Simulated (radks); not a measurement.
Problem. Species: the tellurium ion Te+. Configuration: [Kr] 4d10 5s2 5p3. Calculated with a radial shooting solver on a logarithmic mesh with Libxc functionals: non-relativistic Kohn-Sham, SCAN, spin-unpolarised, spherical densities, point nucleus; meta-GGA in the generalised Kohn-Sham scheme; relativity is left out, which matters for an element this heavy. Some entries of the table are withheld. Estimate them.

| orbital | occ. | eigenvalue (eV) | <r^2> (bohr^2) |
|---|---|---|---|
| 1s | 2 | -30458.34 | 0.001144 |
| 2s | 2 | -4582.265 | 0.01863 |
| 2p | 6 | -4296.465 | 0.01402 |
| 3s | 2 | -923.6992 | 0.1280 |
| 3p | 6 | -803.4973 | (1) |
| 3d | 10 | -581.8057 | 0.1044 |
| 4s | 2 | -165.5837 | (2) |
| 4p | 6 | -123.8644 | 0.7927 |
| 4d | 10 | (3) | 1.090 |
| 5s | 2 | -22.7248 | 5.087 |
| 5p | 3 | -13.8776 | (4) |

Solution. 
(1) 3p <r^2> (bohr^2): 0.1230
(2) 4s <r^2> (bohr^2): 0.7131
(3) 4d eigenvalue (eV): -53.6725
(4) 5p <r^2> (bohr^2): 7.044
